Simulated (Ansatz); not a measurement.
Ideal-gas functions of BrClH3NSi, SMILES `N[SiH](Cl)Br` at 800 K and 1 bar, from an Ansatz frequency run at PBE0-D4/def2-TZVP.

Molar mass 160.47 g/mol, point group C1 (symmetry number 1), electronic degeneracy 1, moments of inertia 121.058, 336.823, 431.431 u Å². Harmonic wavenumbers (cm⁻¹, unscaled): 117, 178, 218, 284, 392, 437, 555, 723, 815, 897, 910, 1575, 2288, 3597, 3694.

Use S(trans) = R[1.5 ln M + 2.5 ln T − 1.1517]; rotational temperatures θ = 24.2544 K / I; S(rot) = R[ln(√π/σ · √(T³/θAθBθC)) + 1.5]; for each mode x = 1.438777 ν̃/T, S = R[x/(eˣ − 1) − ln(1 − e⁻ˣ)] and H = RT x/(eˣ − 1); 1 cm⁻¹ = 0.0119627 kJ/mol; R = 8.31446 J/(mol·K).

Q: By hand: the entropy, in J/(mol·K).

A: Translation 192.7. Rotation: θ = 0.2004, 0.072, 0.0562 K, giving 130.2. Vibration, mode by mode: 21.29, 17.82, 16.15, 13.99, 11.39, 10.53, 8.67, 6.69, 5.84, 5.18, 5.09, 1.98, 0.70, 0.10, 0.08, in all 125.5. Electronic 0.0. Sum 448.4 J/(mol·K).

Q: By hand: H − E and G − E in kJ/mol, counted from the electronic energy.

A: Zero-point energy ½ × 16680 × 0.0119627 = 99.8; thermal vibration 48.2; translation, rotation and pV give 4 RT = 26.6. H − E = 174.6 kJ/mol, and G − E = 174.6 − 800 × 448.4/1000 = -184.1 kJ/mol.

Vibration gives 28 % of the entropy, 21.3 J/(mol·K) of it from the mode under 150 cm⁻¹: soft modes count most, and the harmonic formula is weakest for them. The sum counts one conformer and one mirror image; others add a mixing term.
